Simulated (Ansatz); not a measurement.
Cost and result up the ladder for the cluster TaS2 (the lowest doublet isomer of a short search) (3 atoms). Charge 0, multiplicity 2. Geometry: r2SCAN-D4/def2-TZVP.

```xyz
3

Ta   -0.828    0.098    0.149
S     0.710   -0.151    1.639
S     0.118    0.053   -1.788
```

Ansatz on 4 threads of Arm Neoverse V2 on a shared host. Times are rough, and most runs start from the orbitals of an earlier one. r2SCAN0-D4/def2-TZVP serves as the yardstick here, not as an exact answer. Differences are given only for rows in sets of like size (and for xTB, whose basis is part of the method), since another set adds its own error. Binding counts from free atoms at the same level (Ta quartet, S triplet; other spins of the atoms weren't run), without zero-point energy or a counterpoise term.

In the def2 sets Ta takes a core potential; there is no spin–orbit coupling. Correlated methods freeze 10 core orbitals; core or outer-core shells of Ta are correlated, in sets that lack core-valence functions. The structure comes from a short search, and lower isomers may exist.

Run but left out: MP2/def2-TZVP (⟨S²⟩ 0.92, where a pure state has 0.75).

Correlated methods converge slowly with the basis.

```json
{"level": "LDA (SPW92)/def2-TZVP", "functions": "114", "wall time": "0.65 s"}
{"level": "PBE-D4/def2-SVP", "functions": "68", "wall time": "0.95 s"}
{"level": "revPBE-D4/def2-TZVP", "functions": "114", "wall time": "1.4 s"}
{"level": "PBE-D4/def2-TZVP (with forces)", "functions": "114", "wall time": "1.5 s"}
{"level": "PBE-D4/def2-TZVPD", "functions": "135", "wall time": "1.9 s"}
{"level": "RPA@PBE/def2-TZVP", "functions": "114", "wall time": "2.2 s"}
{"level": "PBE0-D4/def2-TZVPD", "functions": "135", "wall time": "2.5 s"}
{"level": "B2PLYP/def2-TZVP", "functions": "114", "wall time": "3.4 s"}
{"level": "PBE0-D4/def2-TZVP", "functions": "114", "wall time": "3.5 s"}
{"level": "r2SCAN-D4/def2-TZVP", "functions": "114", "wall time": "3.9 s"}
{"level": "r2SCAN0-D4/def2-TZVP", "functions": "114", "wall time": "4.2 s"}
{"level": "B97M-V/def2-TZVP", "functions": "114", "wall time": "7.5 s"}
{"level": "CCSD(T)/def2-TZVPD", "functions": "135", "wall time": "9.5 s"}
{"level": "CCSD(T)/def2-TZVPP", "functions": "140", "wall time": "10 s"}
```

(1) Estimate what each level gives for the binding energy per atom (eV).

Results:

(1) 
| level | binding energy per atom (eV) | difference from r2SCAN0-D4/def2-TZVP (eV) | remarks |
| --- | --- | --- | --- |
| LDA (SPW92)/def2-TZVP | 4.52 | 0.97 | – |
| PBE-D4/def2-SVP | 3.98 | – | – |
| revPBE-D4/def2-TZVP | 3.87 | 0.31 | – |
| PBE-D4/def2-TZVP (with forces) | 4.00 | 0.45 | – |
| PBE-D4/def2-TZVPD | 4.00 | 0.44 | – |
| RPA@PBE/def2-TZVP | 3.36 | -0.20 | – |
| PBE0-D4/def2-TZVPD | 3.71 | 0.16 | – |
| B2PLYP/def2-TZVP | 3.67 | 0.11 | – |
| PBE0-D4/def2-TZVP | 3.71 | 0.16 | – |
| r2SCAN-D4/def2-TZVP | 3.83 | 0.27 | – |
| r2SCAN0-D4/def2-TZVP | 3.56 | 0.00 | – |
| B97M-V/def2-TZVP | 3.78 | 0.22 | – |
| CCSD(T)/def2-TZVPD | 3.56 | 0.01 | spin-contaminated (⟨S²⟩ 0.91) |
| CCSD(T)/def2-TZVPP | 3.58 | 0.03 | spin-contaminated (⟨S²⟩ 0.90) |
